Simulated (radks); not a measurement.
Species: Ru32+. Configuration: [Ne] 3s1 7f1 (not the ground configuration). Method: scalar-relativistic Kohn-Sham, PBEsol, spin-unpolarised, spherical densities, finite nucleus; Fermi nuclear charge, rms radius 4.4809 fm; computed with a radial shooting solver on a logarithmic mesh with Libxc functionals. Some entries of the table are withheld. Estimate them.

orbital,occ.,eigenvalue (hartree),r(max) (bohr),<1/r> (bohr^-1)
1s,2,-874.2692,0.02172,(1)
2s,2,-180.3976,0.1219,10.56
2p,6,-169.1169,(2),(3)
3s,1,-72.22952,(4),4.306
7f,1,(5),(6),0.6847

Answer. 
(1) 1s <1/r> (bohr^-1): 45.88
(2) 2p r(max) (bohr): 0.09715
(3) 2p <1/r> (bohr^-1): 10.22
(4) 3s r(max) (bohr): 0.3283
(5) 7f eigenvalue (hartree): -11.08287
(6) 7f r(max) (bohr): 2.262
